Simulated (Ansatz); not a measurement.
`SB[SiH2][SeH]` and `C[SiH2]BS` differ in one atom or group.

Ansatz, PBE0-D4/def2-TZVP geometries, multiplicity 1. Each molecule was computed in one conformer, which needn't be the lowest.

Scalar relativity is left out up to krypton.

```
                                                                                  property  `SB[SiH2][SeH]`
                                                     HOMO energy (ωB97M-V/def2-TZVPP) / eV            -9.02
                                                     HOMO–LUMO gap (B3LYP/def2-TZVPP) / eV             4.53
                                                     LUMO energy (ωB97M-V/def2-TZVPP) / eV             0.02
ideal-gas entropy at 298 K and 1 bar (rigid rotor, harmonic PBE0-D4/def2-TZVP) / J/(mol·K)              365
                                                        LUMO energy (PBE0/def2-TZVPP) / eV            -1.95
                                                      HOMO–LUMO gap (PBE0/def2-TZVPP) / eV             4.92
```

Task: Give the same properties after the change, and the shifts. (Best estimate.)

Result: Computed: 
| property | `C[SiH2]BS` | shift |
| --- | --- | --- |
| HOMO energy (ωB97M-V/def2-TZVPP) / eV | -10.03 | -1.01 |
| HOMO–LUMO gap (B3LYP/def2-TZVPP) / eV | 5.85 | 1.32 |
| LUMO energy (ωB97M-V/def2-TZVPP) / eV | 0.25 | 0.23 |
| ideal-gas entropy at 298 K and 1 bar (rigid rotor, harmonic PBE0-D4/def2-TZVP) / J/(mol·K) | 347 | -18 |
| LUMO energy (PBE0/def2-TZVPP) / eV | -1.71 | 0.24 |
| HOMO–LUMO gap (PBE0/def2-TZVPP) / eV | 6.20 | 1.28 |

With PBE0 the HOMO falls by 1.03 eV and the LUMO rises by 0.24 eV, so the gap widens by about 1.27 eV. PBE moves the HOMO by -0.95 eV and ωB97M-V by -1.01 eV. The zero-point energy changes by 74.5 kJ/mol with +6 modes. Modes under 60 cm⁻¹, often nearly free rotors, make the harmonic entropy too high.

B3LYP here is the variant with VWN-RPA as its local correlation; programs differ in this.

Spin–orbit coupling is left out; it splits and shifts lone-pair levels of the heavy atoms by tenths of an eV.
